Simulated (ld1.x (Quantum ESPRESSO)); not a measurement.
**u(r) = r·R(r): atom against pseudo-atom (titanium)**

Columns: radius, all-electron u(r) and pseudo u(r) of the 4s shell (level -10.60 eV) of titanium in the configuration [Ne] 3s2 3p6 3d2 4s1 4p0; LDA (PZ), scalar-relativistic, PAW scheme, ld1.x (Quantum ESPRESSO) 7.5.

```
r (bohr)  all-electron   pseudo
   0.143       -0.1165   0.2593
   0.285       -0.1430   0.4714
   0.428        0.0566   0.6046
   0.570        0.2276   0.6415
   0.713        0.2980   0.5878
   0.855        0.2772   0.4661
   0.998        0.1961   0.3053
   1.140        0.0848   0.1372
   1.283       -0.0376  -0.0195
   1.425       -0.1564  -0.1531
   1.568       -0.2657  -0.2658
   1.710       -0.3602  -0.3602
   1.853       -0.4399  -0.4399
   1.995       -0.5036  -0.5036
   2.138       -0.5532  -0.5532
   2.280       -0.5891  -0.5891
   2.423       -0.6135  -0.6135
   2.565       -0.6273  -0.6273
   2.708       -0.6324  -0.6324
   2.850       -0.6299  -0.6299
   2.992       -0.6212  -0.6212
   3.135       -0.6073  -0.6073
   3.278       -0.5893  -0.5893
   3.420       -0.5682  -0.5682
   3.563       -0.5447  -0.5447
   3.705       -0.5195  -0.5195
```

(1) How many radial nodes do the two functions have?

(2) At about which radius was the pseudo-wave matched?

(3) Is the pseudo-wave norm-conserving?

Results:

(1) The all-electron 4s function has n − l − 1 = 3 (the table is too coarse to show those close to the nucleus); the pseudo-wave has 1, since 1 lower shell of the same l stays in the valence.

(2) 1.75 bohr. The columns agree to 0.0005 from 1.57 bohr on; several derivatives are matched, so the curves merge somewhat inside the radius.

(3) No, it belongs to a PAW set: the norm inside the radius is not constrained, and the difference is carried by the augmentation charge.
